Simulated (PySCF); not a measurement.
The complex Ti(OH)3 (charge 0) contains Ti(III), shell d1. The structure is a PBE0-D3(BJ)/def2-TZVP geometry optimised for multiplicity 2; coordination trigonal planar, point group C3h, metal–donor distances 1.80 Å.

```
7

Ti    0.000    0.000    0.000
O     1.802    0.000    0.000
H     2.654    0.428    0.000
O    -0.901    1.560    0.000
H    -1.697    2.084    0.000
O    -0.901   -1.560    0.000
H    -0.957   -2.512    0.000
```

Method (PySCF 2.14, density fitting): CASSCF(1,5) with orbitals averaged over all microstates of the shell, strongly contracted NEVPT2 on the averaged canonical orbitals; basis x2c-TZVPall on the metal, x2c-SVPall elsewhere; spin-free X2C; gas phase; spin-orbit coupling by state interaction with the mean-field operator over all roots.

Q: What is the ground state?

A: 2A' (S = 1/2, orbital degeneracy 1), orbital occupations from the lowest 1.0 0.0 0.0 0.0 0.0, by NEVPT2.

Q: Where do the spin-allowed transitions within the shell lie?

A: By NEVPT2: 2E'' at 8906 cm⁻¹ (1123 nm); 2E' at 22396 cm⁻¹ (446 nm). The strongest, at 22396 cm⁻¹, has f = 1.6e-03.

Q: Give the fitted ligand-field and repulsion parameters.

A: At NEVPT2 level: orbital energies 0, 8906, 8906, 22396, 22396 cm⁻¹; ζ = 121 cm⁻¹ (free ion 152).

Q: What magnetic behaviour follows?

A: The ground doublet has g = 1.933, 1.933, 2.002. μeff is 1.75 μB at 300 K and 1.70 μB at 10 K; the spin-only value is 1.73 μB.

No frequencies were computed for the optimised geometry. NEVPT2 lifts 2E'' from 6027 to 8906 cm⁻¹; on the d shell alone such lifts tend to overshoot. NEVPT2 on the d shell alone tends to put d–d bands too high for such charged or covalently bound ions.

The job took 2.1 s on one thread of Intel Xeon 6975P-C (shared host), with 105 basis functions, launched as `OMP_NUM_THREADS=1 python lf_run.py task.json out`.
